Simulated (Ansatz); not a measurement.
Reading a saddle point

A first-order saddle point of Si2H4F2, closed shell, PBE0-D4/def2-TZVP, with one imaginary mode of 515i cm⁻¹:

| atom | x (Å) | y (Å) | z (Å) |
| --- | --- | --- | --- |
| Si1 | -0.6103 | -0.7541 | 0.4730 |
| Si2 | 0.6023 | 1.1757 | -0.0800 |
| H3 | 0.4751 | -0.3930 | -0.8233 |
| F4 | 0.1936 | 1.9769 | -1.4002 |
| F5 | 2.2001 | 1.2035 | -0.0649 |
| H6 | -0.8542 | -0.6660 | 1.9432 |
| H7 | -1.8180 | -0.3760 | -0.2966 |
| H8 | -0.1888 | -2.1671 | 0.2490 |

Computed with Ansatz 0.2.0 (basis: def2-TZVPP and def2-QZVPP); correlated methods freeze the cores. Extrapolation: Hartree–Fock as exp(−7.88 √X), correlation as X^−2.97.

Q: Which contacts change along the imaginary mode, and what lies on either side? (Judge from chemistry; the calculation decides.)

A: The calculation gives: The step is Si₂H₄F₂ ([F][SiH]([F])[SiH3]) → SiF₂ + SiH₄, with the molecules in contact on both sides. Shortening one way: Si1–H3; lengthening the same way: Si1–Si2, Si2–H3.
| pair | one side (Å) | saddle (Å) | other side (Å) |
| --- | --- | --- | --- |
| Si1–H3 | 3.27 | 1.73 | 1.49 |
| Si1–Si2 | 2.34 | 2.35 | 3.46 |
| Si2–H3 | 1.48 | 1.74 | 2.66 |

Q: Which side is lower, and how far does the saddle lie above each? (Judge from chemistry; the value comes from the calculation.)

A: The calculation gives: The side with Si1–Si2, Si2–H3 short is lower by 30.30 kcal/mol; the saddle lies 57.98 kcal/mol above it and 27.67 kcal/mol above the other (CCSD(T) at an estimated basis limit (MP2 extrapolated from triple and quadruple zeta, plus CCSD(T) − MP2 in triple zeta); electronic energies).

The T1 diagnostic stays at or below 0.014. The restricted Hartree–Fock reference is unstable towards an unrestricted one at one or more of these structures.

Losses and insertions of silylenes and their heavier kin drive the gas-phase chemistry of silicon and germanium vapour deposition.

Labels in which every atom is bracketed show which atoms are joined, not bond orders.

For scale, one of the runs: CCSD(T)/def2-TZVPP, 202 basis functions, launched by `ansatz run in.yaml --threads 4 --pin off --events-out ev --progress --plain --max-ram 9574MiB`. Hardware: 4 CPU threads of an Arm Neoverse V2, shared host. Wall time 31 s; peak host memory 2.5 GiB.
